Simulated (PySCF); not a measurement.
# Spin-rotation constants: `InChI=1S/C6H8N2O/c1-4(9)8-6-2-5(6)3-7/h5-6H,2H2,1H3,(H,8,9)/t5-,6-/m1/s1`

Molfile (atoms numbered from 1):
```
C6H8N2O
     RDKit          3D

 17 17  0  0  0  0  0  0  0  0999 V2000
    2.6962   -0.7920    0.2637 C   0  0  0  0  0  0  0  0  0  0  0  0
    1.6588    0.1977   -0.2121 C   0  0  0  0  0  0  0  0  0  0  0  0
    1.8658    1.0652   -1.0293 O   0  0  0  0  0  0  0  0  0  0  0  0
    0.4462    0.0345    0.3883 N   0  0  0  0  0  0  0  0  0  0  0  0
   -0.6842    0.8120    0.0260 C   0  0  2  0  0  0  0  0  0  0  0  0
   -1.7464    1.1219    1.0242 C   0  0  0  0  0  0  0  0  0  0  0  0
   -2.0478    0.1507   -0.1014 C   0  0  2  0  0  0  0  0  0  0  0  0
   -2.1537   -1.2248    0.2234 C   0  0  0  0  0  0  0  0  0  0  0  0
   -2.1988   -2.3339    0.5068 N   0  0  0  0  0  0  0  0  0  0  0  0
    2.3599   -1.8085    0.0700 H   0  0  0  0  0  0  0  0  0  0  0  0
    3.6285   -0.6133   -0.2636 H   0  0  0  0  0  0  0  0  0  0  0  0
    2.8602   -0.6739    1.3327 H   0  0  0  0  0  0  0  0  0  0  0  0
    0.2968   -0.7394    1.0184 H   0  0  0  0  0  0  0  0  0  0  0  0
   -0.4109    1.5542   -0.7144 H   0  0  0  0  0  0  0  0  0  0  0  0
   -2.2282    2.0865    0.9941 H   0  0  0  0  0  0  0  0  0  0  0  0
   -1.6482    0.7071    2.0170 H   0  0  0  0  0  0  0  0  0  0  0  0
   -2.7011    0.4680   -0.9043 H   0  0  0  0  0  0  0  0  0  0  0  0
  1  2  1  0
  2  3  2  0
  2  4  1  0
  4  5  1  0
  5  6  1  0
  6  7  1  0
  7  8  1  0
  8  9  3  0
  7  5  1  0
  1 10  1  0
  1 11  1  0
  1 12  1  0
  4 13  1  0
  5 14  1  6
  6 15  1  0
  6 16  1  0
  7 17  1  6
M  END
```

The calculation used GIAO PBE0/pcSseg-1 magnetisability, rotational g tensor and spin-rotation constants, non-relativistic, gas phase (PySCF). Geometry: GFN2-xTB.

(1) Give the nuclear spin-rotation constants along the inertial axes (H = +C I·J) beside the isotropic shieldings.

Answers

(1) Rotational constants 2.8623, 1.0296, 0.8416 GHz. A star marks the isotopologue with that one atom substituted, in its own axes.
| atom | isotope | Caa (kHz) | Cbb (kHz) | Ccc (kHz) | mean (kHz) | σ (ppm) |
| --- | --- | --- | --- | --- | --- | --- |
| N4 | 14N | 0.164 | 0.112 | 0.071 | 0.116 | 135.2 |
| N9 | 14N | 0.601 | 0.033 | 0.191 | 0.275 | -29.4 |
| H10 | 1H | -0.253 | -0.004 | -0.084 | -0.114 | 29.6 |
| H11 | 1H | 0.063 | -0.116 | -0.085 | -0.046 | 29.8 |
| H12 | 1H | -0.331 | -0.115 | 0.029 | -0.139 | 29.7 |
| H13 | 1H | -0.235 | -0.013 | -0.070 | -0.106 | 27.1 |
| H14 | 1H | -0.171 | -0.034 | -0.054 | -0.086 | 27.4 |
| H15 | 1H | -0.305 | 0.003 | -0.092 | -0.132 | 30.5 |
| H16 | 1H | -0.331 | -0.102 | -0.007 | -0.147 | 31.0 |
| H17 | 1H | -0.261 | -0.092 | -0.029 | -0.127 | 30.3 |
| C1 | 13C* | 0.400 | 0.142 | 0.144 | 0.229 | 162.6 |
| C2 | 13C* | 1.374 | 0.380 | 0.223 | 0.659 | 16.4 |
| O3 | 17O* | -1.547 | -0.455 | -0.187 | -0.730 | -94.0 |
| C5 | 13C* | 0.640 | 0.117 | 0.119 | 0.292 | 155.7 |
| C6 | 13C* | 0.401 | 0.117 | 0.133 | 0.217 | 170.7 |
| C7 | 13C* | 0.395 | 0.079 | 0.118 | 0.197 | 183.0 |
| C8 | 13C* | 1.220 | 0.038 | 0.376 | 0.545 | 62.0 |

For the geometry as given, no vibrational averaging.
